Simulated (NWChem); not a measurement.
System: dimethyl selenide (C2H6Se); SMILES C[Se]C

Results from NWChem. Pople sets run with spherical d functions. All runs use the structure optimised with B3LYP/6-31G* (spherical d). Static field.

```tsv
level	basis functions	isotropic polarisability (bohr³)	anisotropy (bohr³)
CAM-B3LYP/6-31G*	72	…	…
CAM-B3LYP/def2-SVP	90	44.5	17.9
CAM-B3LYP/def2-SVPD	129	56.0	14.5
CAM-B3LYP/aug-cc-pVDZ	136	56.5	15.7
```

Problem. Some entries are withheld; supply them.

Solution. 
- CAM-B3LYP/6-31G*, isotropic polarisability (bohr³): 43.6
- CAM-B3LYP/6-31G*, anisotropy (bohr³): 14.9
